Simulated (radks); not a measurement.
Valence configurations of Cd+ (all share [Kr]). All-electron calculation, scalar-relativistic Kohn-Sham, BLYP, spin-unpolarised, spherical densities, point nucleus. Program: a radial shooting solver on a logarithmic mesh with Libxc functionals. Energies are relative to 4d10 5s1; eigenvalues in eV.

valence	E (eV)	e(4d)	e(5p)	e(5s)
4d10 5s1	0.000	-20.377	-	-13.164
4d8 5s1 5p2	33.565	-31.344	-10.567	-17.727
4d8 5s0.5 5p2.5	37.168	-31.989	-10.864	-18.115
4d8 5s2 5p1	26.500	-30.002	-9.941	-16.909
4d7 5s2 5p2	48.625	-35.578	-11.374	-19.048
4d9 5s1 5p1	14.806	-25.869	-9.107	-15.541
4d9 5s2	8.480	-24.388	-	-14.604
4d8 5s1.5 5p1.5	30.009	-30.682	-10.260	-17.326
4d7 5s1.5 5p2.5	52.483	-36.204	-11.661	-19.420
4d9.5 5s1.5	3.919	-22.357	-	-13.886

NIST lists [Kr] 4d10 5s1 as the ground configuration; this level of theory agrees among the configurations tried. The energies are those of spherical spin-averaged densities, not of single terms.
